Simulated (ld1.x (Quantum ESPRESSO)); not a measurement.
**Xe, TM: configuration errors across variants**

```
Element                 : xenon
Generator               : ld1.x (Quantum ESPRESSO) 7.5
Type                    : norm-conserving Troullier–Martins (Kleinman–Bylander form)
Functional              : PBE
Relativity              : non-relativistic
Frozen core             : [Ar] 3d10 4s2
Valence charge          : 24
Reference configuration : 4p6 4d10 5s2 5p6
Partial waves           : 5s (bound): rc 1.65 bohr; 4p (bound): rc 1.20 bohr; 4d (bound): rc 0.85 bohr
Local potential         : all-electron potential smoothed inside 1.15 bohr (lloc = -1)
Core correction         : none
```

Occupied shells without a wave of their own: 5p. They enter only through the test configuration that unscreens the potential.

All-electron excitation energies from the reference (eV): (1) 4p6 4d10 5s2 5p5 12.567; (2) 4p6 4d10 5s2 5p4 34.274; (3) 4p6 4d10 5s2 5p3 65.862; (4) 4p6 4d10 5s1 5p6 22.890; (5) 4p6 4d9 5s2 5p6 70.575; (6) 4p6 4d10 5s2 5p2 107.935.

For the base: The 5p level has no wave, so the channel is fitted at the deeper level alone: the likely source of the large errors.

On the changes marked as counting shells twice: ld1.x takes every shell without a wave as core, so the model core holds the marked electrons as well and exchange and correlation see them twice. This cancels in the reference configuration, but the file is broken for other ones, and its errors say nothing about a proper core correction.

Tests that are not counted but printed errors over 1 eV. “local potential the s channel”: 4p6 4d10 5s2 5p2 (converged, but collapsed or in another state, printed error +29.6 eV). “local potential all-electron potential smoothed inside 1.02 bohr (lloc = -1)”: 4p6 4d9 5s2 5p6 (solver errors, printed error -354 eV).

3 further variants failed, have other tests or another functional or relativity, and are left out.

A true bound ghost makes a file unfit for plane-wave use even where its test errors are small: the radial tests pick states by their node count and pass the ghost by. Where a test does run into it, the solver fails or the error is huge.

The file “local potential the s channel” misses its own reference levels by 3.7 eV. The file “local potential all-electron potential smoothed inside 1.02 bohr (lloc = -1)” misses its own reference levels by 0.5 eV.

Errors AE − PS in meV (a dash: test not solved or not reliable):

| change | (1) | (2) | (3) | (4) | (5) | (6) | bound ghosts |
| --- | --- | --- | --- | --- | --- | --- | --- |
| base | -34 | -80 | -138 | -6.0 | +18 | -208 | s |
| local potential the s channel | +4630 | +11117 | +19445 | +553 | -187 | – | none |
| wave 4d (bound): rc 0.85 bohr becomes 4d (bound): rc 0.86 bohr | -34 | -80 | -138 | -6.0 | +19 | -208 | s |
| wave 4p (bound): rc 1.20 bohr becomes 4p (bound): rc 0.88 bohr | +245 | +582 | +1016 | +18 | -33 | +1559 | s |
| local potential all-electron potential smoothed inside 1.02 bohr (lloc = -1) | -583 | -1377 | -2392 | -50 | – | -3640 | s |
| wave 5s (bound): rc 1.65 bohr becomes 5s (bound): rc 2.42 bohr | -32 | -71 | -109 | -19 | +108 | -137 | s |
| core correction a·sin(br)/r model core inside 0.50 bohr (5p counted twice) | -119 | -441 | -997 | -71 | -80 | -1828 | s |

(1) Give the same row for: all radii scaled by about 1.05 (s 1.74, p 1.26, d 0.90 bohr); local potential all-electron potential smoothed inside 1.20 bohr (lloc = -1).

Results:

(1) +486, +1150, +1997, +39, -34, +3042; bound ghosts: s.
